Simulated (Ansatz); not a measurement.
Mulliken charges of CH6GeTeZn (`[CH3][Zn][Te][GeH3]`) from ωB97M-V/def2-TZVPP in Ansatz (PBE0-D4/def2-TZVP geometry).

```csv
atom,x (Å),y (Å),z (Å),charge (e)
C1,-1.380,2.180,0.387,-0.529
Zn2,0.210,1.078,0.574,0.329
Te3,2.243,-0.333,0.817,-0.223
Ge4,1.152,-2.230,-0.510,-0.007
H5,-1.448,2.894,1.210,0.122
H6,-1.355,2.734,-0.554,0.123
H7,-2.277,1.556,0.398,0.122
H8,2.158,-3.390,-0.520,0.024
H9,-0.156,-2.691,0.153,0.020
H10,0.853,-1.798,-1.955,0.019
```

By hand: the dipole of these point charges (1 e Å = 4.8032 D).

Σ q r = (-0.265, 0.001, -0.113) e Å, of length 0.288 e Å = 1.38 D.

How does the dipole of the full density compare? (Best estimate.)

Computed: (-0.251, 0.108, -0.060) e Å, 1.34 D; the point charges give 1.03 times that, at 24° from its direction.

Point charges leave out the atoms' own dipoles, such as those of lone pairs, and Mulliken's split depends on the basis, so the two needn't agree.
